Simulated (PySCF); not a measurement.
Levels of Ce⁴⁷⁺ from EOM-EA-GCCSD

Reference: closed-shell Ce⁴⁸⁺, [Ne]; one electron is added. Calculated with PySCF 2.14, two-component X2C-1e with screened spin-orbit coupling, an uncontracted even-tempered set (17 s from 6.6 bohr⁻², ratio 2.6; 13 p from 8.5 bohr⁻², ratio 2.6; 6 d from 8.7 bohr⁻², ratio 2.8; 3 f from 200 bohr⁻², ratio 2.8); frozen 1s2; the 48 highest virtual spinors dropped; of the others 44 kept and the rest restored at second order. No Breit or QED terms. Binding energies in eV.

| level | Koopmans | second order | EOM-CCSD |
| --- | --- | --- | --- |
| 3s1/2 | 3965.2 | 3966.0 | 3966.0 |
| 3p1/2 | 3854.5 | 3855.5 | 3855.5 |
| 3p3/2 | 3733.2 | 3734.1 | 3734.1 |
| 3d3/2 | 3593.2 | 3593.9 | 3593.9 |
| 3d5/2 | 3566.0 | 3566.6 | 3566.6 |

Electric-dipole lines between these computed levels:

| lower | upper | ΔE (eV) | vacuum wavelength (nm) |
| --- | --- | --- | --- |
| 3s1/2 | 3p1/2 | 110.57 | 11.21 |
| 3s1/2 | 3p3/2 | 231.93 | 5.346 |
| 3p1/2 | 3d3/2 | 261.56 | 4.740 |
| 3p3/2 | 3d3/2 | 140.21 | 8.843 |
| 3p3/2 | 3d5/2 | 167.51 | 7.401 |

For comparison, the ionisation energy of Ce⁴⁷⁺ is 3963 ± 4 eV (theoretical estimate listed by NIST; NIST Atomic Spectra Database, ionization energies).

Only part of the computed levels is shown.
